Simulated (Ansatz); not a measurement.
Gas-phase reaction R1 → P1 + P2, each structure at its B3LYP-D3(BJ)/def2-TZVP stationary point, reached from a drawn start (curvature not checked).
R1: F5S (SMILES F[S](F)(F)(F)F), charge 0, multiplicity 2.
P1, F4S (SMILES FS(F)(F)F) (charge 0, multiplicity 1, Z-matrix in Å and degrees):
```
S
F 1 1.5655
F 1 1.5655 2 101.07
F 1 1.6677 2 87.81 3 87.34
F 1 1.6677 2 87.81 4 -174.68
```
P2: F atom, charge 0, multiplicity 2.

P less R. No zero-point or thermal terms; singlets are restricted closed shells; open shells are unrestricted; no spin–orbit coupling.

The values were computed with Ansatz (Gaussian basis) for Hartree–Fock, density functionals and correlated methods. Each number belongs to the level named beside it.

Q: One of these levels gives 49.23 kcal/mol for the reaction energy. Which one is it?
(A) BLYP/def2-TZVPP
(B) PBE/def2-TZVPP
(C) BHLYP/def2-TZVPP

A: B, PBE/def2-TZVPP. The others give 41.43 (BLYP/def2-TZVPP), 33.77 (BHLYP/def2-TZVPP)

Ansatz is an electronic-structure program.
